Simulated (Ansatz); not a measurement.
Z-matrix (Å, degrees):
```
C
C 1 1.527
H 1 1.092 2 111.7
H 1 1.093 2 111.4 3 120.2
H 1 1.092 2 111.7 3 -119.5
Al 2 1.939 1 116.0 3 59.8
H 2 1.097 1 110.8 3 -178.1
H 2 1.097 1 110.8 3 -62.4
Br 6 2.250 2 123.0 1 0.2
F 6 1.646 2 120.8 1 -179.8
```

The species carries charge 0 and has multiplicity 1.

Q: List the B3LYP/def2-TZVPP orbital energies in eV (Ansatz). (Estimate.)

A: Computed: Occupied: -13139.04, -1700.70, -1532.38, -1532.35, -1532.34, -1525.38, -670.79, -276.91, -276.84, -236.48, -177.30, -177.19, -177.17, -113.31, -74.05, -73.91, -73.83, -71.60, -71.57, -71.54, -71.46, -71.46, -31.34, -21.05, -20.79, -17.04, -12.88, -12.41, -11.90, -11.42, -11.38, -10.54, -10.24, -9.88, -8.57, -8.45, -8.11. Lowest empty: -0.92, -0.89, 0.75, 1.33, 2.16, 2.20, 2.57, 3.02.

B3LYP here is the variant with VWN-RPA as its local correlation; programs differ in this.
